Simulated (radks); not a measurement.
Eu XLIV, 20 electrons, occupied as [Ar] 3d2. Method: scalar-relativistic Kohn-Sham, PBE, spin-polarised, spherical densities, finite nucleus; open shells are filled with parallel spins first (spin-orbit coupling, left out, can overturn this in heavy ions); Fermi nuclear charge, rms radius 5.1115 fm; computed with a radial shooting solver on a logarithmic mesh with Libxc functionals.

Unscreened Slater integrals over Kohn-Sham orbitals (cm^-1). They are taken over the spin-up orbitals.

integral,value
"F0(3d,3d)",979110
"F2(3d,3d)",506280
"F4(3d,3d)",327550
"F0(3d,3p)",905860
"F2(3d,3p)",435270
"G1(3d,3p)",461260
"G3(3d,3p)",309800
"F0(3d,3s)",893690
"G2(3d,3s)",350590
"F0(3d,2p)",1239400
"F2(3d,2p)",376120
"G1(3d,2p)",352610
"G3(3d,2p)",203330
"F0(3p,3p)",863380
"F2(3p,3p)",433230
"F0(3p,3s)",852100
"G1(3p,3s)",552860
"F0(3p,2p)",1144300
"F2(3p,2p)",289610
"G0(3p,2p)",115430
"G2(3p,2p)",127230
"F0(3s,3s)",843370
"F0(3s,2p)",1105400
"G1(3s,2p)",113260
"F0(2p,2p)",2404100
"F2(2p,2p)",1139700

Derived for the open shells (J is the average intra-shell exchange parameter used in DFT+U). 3d: Racah B = F2/49 - 5 F4/441 = 6618 cm^-1, C = 35 F4/441 = 26000 cm^-1, C/B = 3.93, F4/F2 = 0.647, J = (F2 + F4)/14 = 59560 cm^-1.
